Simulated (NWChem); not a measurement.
The numbers come from NWChem runs, not from measurements. System: HClSSn, charge 1, spin multiplicity 2, at the geometry of a parent with another charge or spin, in a state set for the comparison that need not be this species' ground state. Its SCF solution wasn't tested for a lower state. Level: ROCCSD(T)/def2-SVP with def2 effective core potentials on Sn, 14 core orbitals frozen.

Output (cleaned and shortened):

```
             Northwest Computational Chemistry Package (NWChem) 7.3.0
             --------------------------------------------------------

                                NWChem Input Module
                                -------------------

 Scaling coordinates for geometry "geometry" by  1.889725989
 (inverse scale =  0.529177249)

 Turning off AUTOSYM since
 SYMMETRY directive was detected!

                             Geometry "geometry" -> ""
                             -------------------------

 Output coordinates in angstroms (scale by  1.889725989 to convert to a.u.)

  No.       Tag          Charge          X              Y              Z
 ---- ---------------- ---------- -------------- -------------- --------------
    1 Sn                  50.0000    -0.64757500    -0.07986800     0.00000000
    2 Cl                  17.0000     1.12719600    -1.71406300     0.00000000
    3 S                   16.0000     0.83896100     1.89816500     0.00000000
    4 H                    1.0000    -0.20693500     2.76183000     0.00000000

 Effective nuclear repulsion energy (a.u.)     414.6240028580

            Nuclear Dipole moment (a.u.)
            ----------------------------
        X                 Y               Z
 ---------------- ---------------- ----------------
     0.0000434637    -0.0000018897     0.0000000000

      Symmetry information
      --------------------

 Group name             Cs
 Group number              2
 Group order               2
 No. of unique centers     4

      Symmetry unique atoms

     1    2    3    4


 Summary of "ao basis" -> "" (spherical)
 ------------------------------------------------------------------------------
       Tag                 Description            Shells   Functions and Types
 ---------------- ------------------------------  ------  ---------------------
 *                          def2-svp                  on all atoms

 Summary of "ao basis" -> "ao basis" (spherical)
 ------------------------------------------------------------------------------
       Tag                 Description            Shells   Functions and Types
 ---------------- ------------------------------  ------  ---------------------
 Sn                         def2-svp                10       26   4s4p2d
 Cl                         def2-svp                 8       18   4s3p1d
 S                          def2-svp                 8       18   4s3p1d
 H                          def2-svp                 3        5   2s1p
[...]
     L(0) DIIS level shift : 0.00D+00
     T(1) DIIS level shift : 0.00D+00
     L(1) DIIS level shift : 0.00D+00
     T(R) DIIS level shift : 0.00D+00
     T(I) DIIS level shift : 0.00D+00
   CC-T/L Amplitude update :  5-th order DIIS
                I/O scheme : Global Array Library
        L-threshold :  0.10D-05
        EOM-threshold :  0.10D-05
 no EOMCCSD initial starts read in
 TCE RESTART OPTIONS
 SLICE:      F
 D4D5:       F
 quantumc:   F
 qrotation:  F
 pwtce:      F
 qducc:      F
 nacto:                         0
 nrotv:                         0
 nrot:                          0

            Memory Information
            ------------------
          Available GA space size is     249027822 doubles
          Available MA space size is     104847540 doubles

 Maximum block size supplied by input
 Maximum block size        24 doubles

 tile_dim =     14

 -------------------------------------------------
   1    alpha     a'     9 doubles       0       1
   2    alpha     a'     1 doubles       9       2
   3    alpha     a"     4 doubles      10       3
   4    beta      a'     9 doubles      14       4
   5    beta      a"     4 doubles      23       5
   6    alpha     a'    13 doubles      27       6
   7    alpha     a'    14 doubles      40       7
   8    alpha     a"    12 doubles      54       8
   9    beta      a'     1 doubles      66       9
  10    beta      a'    13 doubles      67      10
  11    beta      a'    14 doubles      80      11
  12    beta      a"    12 doubles      94      12

 Global array virtual files algorithm will be used

 Parallel file system coherency ......... OK

 4-electron integrals stored in orbital form

 v2    file size   =           913705
 4-index algorithm nr.  13 is used
 imaxsize =       30
 imaxsize ichop =        0


CCSD iterations
 ---------------------------------------------------------
 Iter          Residuum       Correlation     Cpu    Wall
 ---------------------------------------------------------
    1   0.1365689263869  -0.3478704709200     0.2     0.2
    2   0.0387969342283  -0.3694700102216     0.2     0.2
    3   0.0206796755381  -0.3768511135745     0.2     0.2
    4   0.0113404756029  -0.3787742776284     0.2     0.2
    5   0.0142757422644  -0.3793296541003     0.2     0.2
    6   0.0036381466120  -0.3800214199104     0.2     0.2
    7   0.0028500439555  -0.3801520038461     0.2     0.2
    8   0.0016059546902  -0.3801874532975     0.2     0.2
    9   0.0019093941861  -0.3802036402120     0.2     0.2
   10   0.0009423283825  -0.3802642331209     0.2     0.2
   11   0.0003195741308  -0.3803097252249     0.2     0.2
   12   0.0004910405183  -0.3803146309309     0.2     0.2
   13   0.0001886177925  -0.3803264786698     0.2     0.2
   14   0.0004338375825  -0.3803178105438     0.2     0.2
   15   0.0002359565634  -0.3803290104967     0.2     0.2
   16   0.0000362702335  -0.3803244621151     0.2     0.2
   17   0.0000394775581  -0.3803255262010     0.2     0.2
   18   0.0000173518288  -0.3803269938089     0.2     0.2
   19   0.0000327921119  -0.3803267129541     0.2     0.2
   20   0.0000182403363  -0.3803278351568     0.2     0.2
   21   0.0000040288826  -0.3803281814848     0.2     0.2
   22   0.0000059917580  -0.3803281149640     0.2     0.2
   23   0.0000022940207  -0.3803282608916     0.2     0.2
   24   0.0000052315432  -0.3803281423424     0.2     0.2
   25   0.0000029816575  -0.3803282764274     0.2     0.2
   26   0.0000008541766  -0.3803282558615     0.2     0.2
 -----------------------------------------------------------------
 Iterations converged
 CCSD correlation energy / hartree =        -0.380328255861511
 CCSD total energy / hartree       =     -1070.831745523804102

 Singles contributions

 Doubles contributions
 CCSD(T)
 Using plain CCSD(T) code
             total no. of tasks          373
 total no. of tasks / no. procs          373
                         wl_min          144           2.3
                         wl_max      2000376          11.2
        thresh for no. of tasks          373

 CCSD[T]  correction energy / hartree =        -0.015516149516842
 CCSD[T] correlation energy / hartree =        -0.395844405378354
 CCSD[T] total energy / hartree       =     -1070.847261673320872
 CCSD(T)  correction energy / hartree =        -0.014507370589244
 CCSD(T) correlation energy / hartree =        -0.394835626450755
 CCSD(T) total energy / hartree       =     -1070.846252894393274

 Task  times  cpu:       13.1s     wall:       13.1s

 Total times  cpu:       13.1s     wall:       13.1s
```

Q: Write an NWChem input that would produce this output.

A: One answer among several that fit: 
```
start mol
memory heap 100 mb stack 700 mb global 1900 mb
charge 1
geometry units angstroms nocenter noautoz
  Sn    -0.647575    -0.079868     0.000000
  Cl     1.127196    -1.714063     0.000000
  S      0.838961     1.898165     0.000000
  H     -0.206935     2.761830     0.000000
  symmetry group Cs
end
basis spherical
  * library def2-svp
end
ecp
  Sn library def2-ecp
end
scf
  rohf
  nopen 1
  maxiter 100
  thresh 1e-7
  semidirect memsize 60000000 filesize 0
  # guess.movecs holds the orbitals of an unrestricted PBE0 run
  vectors input guess.movecs swap 27 28 output mol.movecs
end
tce
  freeze core 14
  ccsd(t)
  2eorb
  2emet 13
  thresh 1e-6
  maxiter 100
  tilesize 24
end
task tce energy
```
